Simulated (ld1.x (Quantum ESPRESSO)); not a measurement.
# Ta (Z = 73), TM: configuration errors across variants

```json
{
 "Element": "tantalum",
 "Generator": "ld1.x (Quantum ESPRESSO) 7.5",
 "Type": "norm-conserving Troullier–Martins (Kleinman–Bylander form)",
 "Functional": "PBE",
 "Relativity": "scalar-relativistic",
 "Frozen core": "[Kr] 4d10 4f14 5s2",
 "Valence charge": "11",
 "Reference configuration": "5p6 5d3 6s2 6p0",
 "Partial waves": "6s (bound): rc 2.60 bohr; 5p (bound): rc 1.95 bohr; 5d (bound): rc 2.05 bohr",
 "Local potential": "the d channel",
 "Core correction": "none"
}
```

All-electron excitation energies from the reference (eV): (1) 5p6 5d3 6s1 6p0 8.467; (2) 5p6 5d3 6s0 6p0 23.439; (3) 5p6 5d2 6s0 6p0 47.043; (4) 5p6 5d3 6s1 6p1 4.178; (5) 5p6 5d4 6s1 6p0 2.094; (6) 5p6 5d3 6s1.5 6p0 3.461; (7) 5p5 5d3 6s2 6p0 44.980.

Tests that are not counted but printed errors over 1 eV. “all radii scaled by about 0.86 (s 2.24, p 1.68, d 1.76 bohr)”: 5p6 5d3 6s1 6p1 (pseudo-atom not self-consistent, printed error -743 eV). “wave 5p (bound): rc 1.95 bohr becomes 5p (bound): rc 1.42 bohr”: 5p6 5d3 6s1 6p1 (an occupied level unbound or not found, printed error -2.2 eV).

2 further variants failed, have other tests or another functional or relativity, and are left out.

A true bound ghost makes a file unfit for plane-wave use even where its test errors are small: the radial tests pick states by their node count and pass the ghost by. Where a test does run into it, the solver fails or the error is huge.

Errors AE − PS in meV (a dash: test not solved or not reliable):

```csv
change,(1),(2),(3),(4),(5),(6),(7),bound ghosts
base,-6.0,-11,+60,-294,-27,-2.1,-303,"p, s"
core correction a·sin(br)/r model core inside 0.80 bohr,-9.6,-40,-21,-297,-31,-2.7,-373,"p, s"
"all radii scaled by about 0.86 (s 2.24, p 1.68, d 1.76 bohr)",-0.3,+11,+85,–,+11,-0.6,+315,"s, p"
local potential all-electron potential smoothed inside 1.55 bohr (lloc = -1),-4.6,-8.6,+66,+41,-21,-1.7,-176,s
wave 5d (bound): rc 2.05 bohr becomes 5d (bound): rc 1.88 bohr,–,-12,+58,–,-29,-2.1,-332,"p, s"
wave 5p (bound): rc 1.95 bohr becomes 5p (bound): rc 1.42 bohr,-6.6,-13,+62,–,-29,-2.2,-285,"p, s"
```

Task: Give the same row for: wave 6s (bound): rc 2.60 bohr becomes 6s (bound): rc 2.28 bohr.

Result: -4.7, -4.6, +50, -293, -22, -1.7, -304; bound ghosts: p, s.
